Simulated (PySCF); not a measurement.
B97-3 on Pd⁺ (palladium, charge +1)

Configuration: [Kr] 4d8 5s1, high-spin 4F determinant (an excited configuration). All numbers are calculated (PySCF 2.14, a scalar-relativistic core potential, in aug-cc-pwCVTZ-PP with ECP28MDF (8s8p7d4f3g, 122 functions)).

| Item | Value |
| --- | --- |
| Total energy | -127.0503 hartree |
| One-electron energy | -217.6696 hartree |
| Hartree (Coulomb) energy | 102.9782 hartree |
| Exchange-correlation energy | -12.3589 hartree |
| ⟨S²⟩ | 3.7513 |
| ⟨L²⟩ | 12.014 |
| Sum of ⟨r⟩ | 22.29 bohr |
| Sum of ⟨r²⟩ | 36.99 bohr² |

```csv
shell,electrons,mean orbital energy (eV),spread (eV),"rms radius, mean of both spins (bohr)"
4s α,1,-108.20,0,1.01
4s β,1,-105.87,0,1.01
4p α,3,-72.303,0,1.11
4p β,3,-69.757,0,1.11
4d α,5,-20.584,0.888,1.54
4d β,3,-19.106,0,1.54
5s α,1,-13.581,0,2.93
```

Energies and moments cover only the electrons outside the core potential.
